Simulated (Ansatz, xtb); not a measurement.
C4H3FO3: which of two isomers lies lower

Structure I: `Cc1oc(=O)oc1F`, a singlet. Structure II: `C=C(F)C(=O)OC=O`, a singlet. Both are isolated molecules in the gas phase, relaxed with PBE0-D3(BJ)/def2-SVP; the shapes shown needn't be the lowest conformers.

I (Å):

```xyz
11

C    -1.9167   -0.4287    0.5012
C    -0.5811    0.1878    0.5738
C     1.0288    1.3869    1.5444
C     0.4822    0.2337   -0.2306
F     0.7137   -0.2719   -1.4044
O    -0.2291    0.9212    1.6991
O     1.6408    2.0477    2.3109
O     1.4841    0.9549    0.3254
H    -2.7075    0.3350    0.5628
H    -2.0680   -1.1399    1.3280
H    -2.0246   -0.9682   -0.4486
```

II (Å):

```xyz
11

C     1.2305    1.2200    1.3054
C     0.8312    0.4364    0.3062
C    -0.5200   -0.1926    0.2916
C    -1.8864   -1.3297   -1.3191
F     1.5990    0.1671   -0.7403
O    -1.3438   -0.0428    1.1389
O    -0.6599   -1.0053   -0.8028
O    -2.8976   -0.7423   -1.1352
H     0.5472    1.4005    2.1349
H     2.2211    1.6766    1.2965
H    -1.7507   -2.2136   -1.9747
```

Quicker runs give these differences E(II) − E(I): GFN2-xTB +160.6 kJ/mol; HF/STO-3G +188.1 kJ/mol (at GFN2-xTB geometries); r2SCAN-D4/def2-SVP +43.2 kJ/mol (at GFN2-xTB geometries).

Problem. Estimate E(II) − E(I) at the level CCSD(T)/def2-SVP + ΔMP2/def2-TZVPP.

Solution. Calculated at CCSD(T)/def2-SVP + ΔMP2/def2-TZVPP: E(II) − E(I) = +24.0 kJ/mol, so structure I lies lower.

How the difference moves with the method:

```tsv
level	geometry	E(II) − E(I) (kJ/mol)	departure from the last row (kJ/mol)	job, with rough time for the two
GFN2-xTB	GFN2-xTB	+160.6	+136.6	optimisation, 0.12 s
HF/STO-3G	GFN2-xTB	+188.1	+164.0	single point, 0.34 s
r2SCAN-D4/def2-SVP	GFN2-xTB	+43.2	+19.2	single point, 2.3 s
PBE0-D3(BJ)/def2-SVP	PBE0-D3(BJ)/def2-SVP	+53.0	+29.0	optimisation, 56 s
HF/def2-SVP	PBE0-D3(BJ)/def2-SVP	+9.5	−14.5	part of the CCSD(T) run
MP2/def2-SVP	PBE0-D3(BJ)/def2-SVP	+23.3	−0.8	part of the CCSD(T) run
CCSD(T)/def2-SVP	PBE0-D3(BJ)/def2-SVP	+16.8	−7.2	single point
CCSD(T)/def2-SVP + ΔMP2/def2-TZVPP	PBE0-D3(BJ)/def2-SVP	+24.0		single point, 42 s
```

As drawn, II has 1 C=O in place of 2 C–O. Structure I has a 5-membered ring, II no ring.

None of the levels shown reverses the order. The largest departure from CCSD(T)/def2-SVP + ΔMP2/def2-TZVPP is that of HF/STO-3G, 164.0 kJ/mol. The last row adds to CCSD(T) the change of the MP2 difference between the two basis sets, here +7.2 kJ/mol.

With thermal terms from frequencies at re-optimised GFN2-xTB minima (ideal gas, soft modes damped towards free rotors, one conformer each, 298.15 K, 1 atm): on the last row, ΔE + ΔZPE = +15.2, ΔH = +18.1, ΔG = +10.6 kJ/mol.

The correlated steps freeze 8 core orbitals. Programs: Ansatz 0.2.0, xtb 6.7.1; the last row on 2 threads of AMD EPYC 9R45 96-Core Processor (Zen 5) on a shared host.
